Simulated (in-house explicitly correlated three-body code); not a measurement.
Computed with an exponentially correlated three-body code. Model: two electrons around a point charge, non-relativistic, variational in 260 exponentially correlated functions (energies converged to about 1e-7 hartree, or 1e-8 relative for large Z).

Command:
```bash
python run_hyl.py task.json out
```
Settings (lengths in bohr, energies in hartree):
```
Z                      4
nuclear_mass           206.7683
interaction_strength   1
functions              260
states_tried           13
```

Run time, properties included: 66 s on 1 thread of Arm Neoverse N1, with other jobs on the host.

**Those bound S and P states to n = 4 that converged, binding against the one-electron ion.**

Given: nuclear charge 4; mass of the centre 206.77 electron masses.

Computed: one-electron threshold -7.96149557 hartree.

```tsv
term	energy (hartree)	binding (eV)
1 1S	-13.5878844	153.1
2 3S	-9.25229263	35.124
2 1S	-9.14053079	32.083
2 3P	?	?
2 1P	-9.06397897	30
3 3S	-8.50580404	14.811
3 1S	-8.47628118	14.008
3 3P	-8.47446968	13.959
3 1P	-8.45425825	13.409
4 3S	-8.26049406	8.1362
4 1S	?	?
4 3P	-8.24781189	7.7911
4 1P	-8.23940296	7.5622
```

(1) What belongs in the row 2 3P?

(2) What belongs in the row 4 1S?

**Converged states only, values per electron or pair.**

```tsv
term	mean r (bohr)	mean r squared (bohr²)	mean inverse r (1/bohr)	mean r12 (bohr)	mean inverse r12 (1/bohr)	mean cosine	mean p1 dot p2 (bohr⁻²)	delta r1 (bohr⁻³)	delta r12 (bohr⁻³)
1 1S	0.41634	0.23439	3.6697	0.62126	2.1818	-0.031126	0.39275	16.949	1.503
2 3S	?	?	?	?	?	?	?	?	-
2 1S	1.1454	2.2296	2.3729	1.9574	0.70209	-0.0126	0.0225	10.705	0.21145
2 3P	0.98003	1.6055	2.3761	1.6599	0.7403	-0.061713	-0.71445	9.8997	-
2 1P	1.0415	1.8387	2.3584	1.7419	0.73962	0.023347	0.60111	10.068	0.039987
3 3S	2.2607	9.8454	2.1648	4.1684	0.30672	-0.0027701	0.0049432	10.251	-
3 1S	2.3746	10.954	2.1591	4.3925	0.32033	-0.003856	0.0052647	10.231	0.062088
3 3P	2.2145	9.5618	2.1597	4.0804	0.32905	-0.015705	-0.17736	10.004	-
3 1P	2.3032	10.398	2.1549	4.2476	0.33078	0.006375	0.16707	10.045	0.01347
4 3S	3.9549	32.009	2.0872	7.546	0.17668	-0.0011157	0.0012862	10.126	-
4 1S	4.1074	34.657	2.0849	7.8494	0.18204	-0.0015958	0.0015623	10.119	0.025954
4 3P	?	?	?	?	?	?	?	?	-
4 1P	4.0682	34.242	2.0831	7.7702	0.18634	0.0026416	0.068455	10.042	0.0059159
```

(3) What belongs in the row 2 3S?

(4) What belongs in the row 4 3P?

## Answers

(1) energy (hartree): -9.13423236; binding (eV): 31.912.

(2) energy (hartree): -8.24858762; binding (eV): 7.8122.

(3) mean r (bohr): 1.0689; mean r squared (bohr²): 1.9004; mean inverse r (1/bohr): 2.3942; mean r12 (bohr): 1.819; mean inverse r12 (1/bohr): 0.64911; mean cosine: -0.0092511; mean p1 dot p2 (bohr⁻²): 0.024337; delta r1 (bohr⁻³): 10.805.

(4) mean r (bohr): 3.9506; mean r squared (bohr²): 32.214; mean inverse r (1/bohr): 2.0851; mean r12 (bohr): 7.5391; mean inverse r12 (1/bohr): 0.18538; mean cosine: -0.0062349; mean p1 dot p2 (bohr⁻²): -0.070603; delta r1 (bohr⁻³): 10.025.
